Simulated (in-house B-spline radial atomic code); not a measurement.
Kr³⁺. Computed with a B-spline radial atomic code. Model: all-electron spherical atom, spin shells full or empty, radial basis limit, no spin-orbit coupling, Breit or QED, empty-state partial waves extrapolated as (l+1/2)^-4, RPA, G0W0 and static COHSEX of the highest shell as one setting changes (uncorrelated shells keep exact exchange).

Given: element Kr; charge 3; filled core Ar; hamiltonian one-electron scalar X2C; mean-field start PBE0; highest l of empty states 9; nuclear rms radius 4.1884 fm; highest mean-field shell 4p up.

Shell: 3d 5 5, 4s 1 1, 4p 3 0 (electrons up and down).

```
natural log step of frequency grid  RPA correlation energy (hartree)  G0W0 level (eV)  G0W0 minus most complete (meV)  RPA minus most complete (millihartree)  linearised minus solved G0W0 (meV)
                              0.25                            -2.408          -51.498                               0                                       0                               -10.1
                               0.4                            -2.408          -51.498                               0                                       0                               -10.1
                               0.6                                 ?                ?                               ?                                       ?                                   ?
                               0.9                           -2.4081          -51.498                            -0.1                                       0                               -10.2
                               1.3                            -2.408          -51.501                              -3                                     0.1                               -10.7
                               1.8                           -2.4135          -51.478                            20.4                                    -5.4                                -7.1
                               2.5                                 ?                ?                               ?                                       ?                                   ?
                               3.5                           -2.3203           -51.44                            57.6                                    87.7                                -7.8
```

(1) What follows for natural log step of frequency grid = 2.5?

(2) What follows for natural log step of frequency grid = 0.6?

Results:

(1) RPA correlation energy -2.3382 hartree; G0W0 level -51.375 eV; G0W0 minus most complete 123 meV; RPA minus most complete 69.8 millihartree; linearised minus solved G0W0 -4.2 meV.

(2) RPA correlation energy -2.408 hartree; G0W0 level -51.498 eV; G0W0 minus most complete 0 meV; RPA minus most complete 0 millihartree; linearised minus solved G0W0 -10.1 meV.
